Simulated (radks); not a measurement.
Ba2.5+, 53.5 electrons, occupied as [Kr] 4d10 5s2 6s(up 0.5, down 0.5) 5p(up 2.25, down 2.25) (fractional occupations, a model configuration).

Calculated with a radial shooting solver on a logarithmic mesh with Libxc functionals: scalar-relativistic Kohn-Sham, PBE, spin-polarised, spherical densities, finite nucleus; Fermi nuclear charge, rms radius 4.8378 fm.

Energy parts (hartree):
part                       energy
total                  -8133.2613
kinetic                 8585.4734
electron-nucleus      -19632.4714
Hartree                 3110.4094
exchange-correlation    -196.6727

Orbitals (lengths in bohr, moments of r in powers of bohr; r(max) is where P^2 peaks; r(90%) holds 90 % of the orbital's charge):
orbital  occ.  eigenvalue (hartree)  r(90%)      <r>   r(max)
1s          2             -1370.074  0.0461  0.02558  0.01643
2s          2             -217.3272   0.170   0.1098  0.09288
2p          6             -194.9844   0.157  0.09619  0.07463
3s          2             -46.59084   0.429   0.2919   0.2663
3p          6             -39.42672   0.434   0.2899   0.2606
3d         10             -29.01994   0.417   0.2666   0.2151
4s          2              -9.86073   0.968   0.6736   0.6249
4p          6              -7.54863    1.04   0.7150   0.6535
4d         10              -4.18926    1.20   0.7983   0.6948
5s          2              -2.06145    2.28    1.595    1.454
5p        4.5              -1.47989    2.63    1.822    1.632
6s          1              -0.65528    5.08    3.604    3.368

The highest occupied level is 6s at -17.831 eV. Summed over all electrons, <r^2> = 50.57 bohr^2, which gives a Langevin (diamagnetic) susceptibility term of -40.1 x 10^-6 cm^3/mol. The density falls to 0.001 e/bohr^3 at r = 4.46 bohr.
